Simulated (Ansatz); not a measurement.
Start from `[SiH3][SbH2]` and change one atom or group to get `N[SiH2][SbH2]`.

Ansatz, PBE0-D4/def2-TZVP geometries, multiplicity 1. Each molecule was computed in one conformer, which needn't be the lowest.

Elements past krypton have def2 core potentials.

```json
{"property": "size of the dipole moment (ωB97M-V/def2-TZVPP) / D", "`[SiH3][SbH2]`": "0.20"}
{"property": "size of the dipole moment (PBE/def2-TZVPP) / D", "`[SiH3][SbH2]`": "0.23"}
{"property": "LUMO energy (PBE/def2-TZVPP) / eV", "`[SiH3][SbH2]`": "-1.20"}
{"property": "HOMO energy (B3LYP/def2-TZVPP) / eV", "`[SiH3][SbH2]`": "-7.07"}
{"property": "HOMO energy (PBE0/def2-TZVPP) / eV", "`[SiH3][SbH2]`": "-7.25"}
{"property": "LUMO energy (B3LYP/def2-TZVPP) / eV", "`[SiH3][SbH2]`": "-0.69"}
```

Q: Give the same properties after the change, and the shifts. (Estimate.)

A: Ansatz gave: 
```
                                          property  `N[SiH2][SbH2]`  shift
size of the dipole moment (ωB97M-V/def2-TZVPP) / D             1.53   1.33
    size of the dipole moment (PBE/def2-TZVPP) / D             1.50   1.27
                 LUMO energy (PBE/def2-TZVPP) / eV            -1.10   0.10
               HOMO energy (B3LYP/def2-TZVPP) / eV            -6.63   0.44
                HOMO energy (PBE0/def2-TZVPP) / eV            -6.81   0.44
               LUMO energy (B3LYP/def2-TZVPP) / eV            -0.54   0.15
```

With PBE0 the HOMO rises by 0.44 eV and the LUMO rises by 0.14 eV, so the gap narrows by about 0.30 eV. PBE moves the HOMO by 0.55 eV and ωB97M-V by 0.42 eV. The zero-point energy changes by 48.9 kJ/mol with +6 modes. Dipoles are sizes alone; their direction can turn.

B3LYP here is the variant with VWN-RPA as its local correlation; programs differ in this.

Spin–orbit coupling is left out; it splits and shifts lone-pair levels of the heavy atoms by tenths of an eV.
